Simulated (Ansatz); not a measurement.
Reaction (silylene loss): `[SiH3][SiH]1O[CH2][AlH]1` → `[CH2]1O[SiH2][AlH]1` + `[SiH2]`

Gas-phase electronic energies from Ansatz, PBE0-D4/def2-TZVP geometries. CCSD(T)/CBS adds triple-zeta CCSD(T) − MP2 to the extrapolated MP2 energy (def2 sets, frozen cores). This one scheme is used for every species. DFT in def2-TZVPP. B3LYP here is the variant with VWN-RPA as its local correlation; programs differ in this.

Problem. Is it downhill or uphill in electronic energy at CCSD(T)/CBS, and by how much? (Estimate.)

Solution. Ansatz gave: Uphill: ΔE = +241.3 kJ/mol.

Problem. What do these levels give: r2SCAN-D4, PBE0-D4, ωB97M-V, PBE, r2SCAN, PBE0, B3LYP, SCS-MP2/def2-TZVPP, HF/def2-QZVPP, MP2/def2-QZVPP, HF/CBS(def2), CCSD/CBS(def2)? (Estimate.)

Solution. The calculation gave: r2SCAN-D4 266.6, PBE0-D4 262.2, ωB97M-V 232.7, PBE 249.7, r2SCAN 264.2, PBE0 254.6, B3LYP 225.6, SCS-MP2/def2-TZVPP 235.6, HF/def2-QZVPP 212.3, MP2/def2-QZVPP 253.3, HF/CBS(def2) 212.3, CCSD/CBS(def2) 235.1 kJ/mol.

Largest T1 diagnostic among the species: 0.014.

From PBE to PBE0 (25 % exact exchange), in def2-TZVPP and without D4, ΔE moves by +4.9 kJ/mol. The D4 term adds +13.4 kJ/mol with B3LYP and +7.5 kJ/mol with PBE0; it sums over pairs of atoms, weighted by their polarisabilities, and B3LYP, whose exchange is more repulsive, gets the larger term. In def2-TZVPP, CCSD(T) changes the Hartree–Fock value by +22.2 kJ/mol (the triples alone add +6.2 kJ/mol) and MP2 by +37.1 kJ/mol.
